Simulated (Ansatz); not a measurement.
CH$_{3}$BClNOTe, SMILES `OC1([TeH])NB1Cl`. Total charge 0; spin multiplicity 1. Te takes the def2 core potential. The structure was optimised at the PBE0-D4/def2-TZVP level. It is one conformer, not always the lowest.

```xyz
9

O     0.171   -1.289   -0.816
C     0.139   -0.063   -0.150
Te    1.858    0.228    1.136
N    -1.169    0.275    0.330
B    -0.743    1.116   -0.636
Cl   -1.150    2.476   -1.606
H     1.050   -1.400   -1.191
H     1.635   -1.219    1.919
H    -1.791   -0.123    1.014
```

Problem. What is the dipole moment at r2SCAN/def2-TZVPP? (Best estimate.)

Solution. Ansatz gave: 0.85 D, with components (-0.59, -0.46, 0.42) D in this frame, pointing from negative to positive charge.

Problem. And with PBE, B3LYP, ωB97M-V? (Best estimate.)

Solution. Computed: PBE 0.84 D, B3LYP 0.73 D, ωB97M-V 0.75 D.

Problem. Give the Mulliken charges with r2SCAN, PBE, B3LYP in def2-TZVPP. (An estimate is asked.)

Solution. The calculation gave: 
```tsv
atom	r2SCAN	PBE	B3LYP
O1	-0.32	-0.26	-0.30
C2	0.13	0.05	0.06
Te3	-0.02	-0.01	0.04
N4	-0.13	-0.07	-0.11
B5	0.05	0.02	0.08
Cl6	-0.10	-0.09	-0.11
H7	0.22	0.20	0.20
H8	-0.02	-0.02	-0.04
H9	0.18	0.18	0.18
```

B3LYP here is the variant with VWN-RPA as its local correlation; programs differ in this.
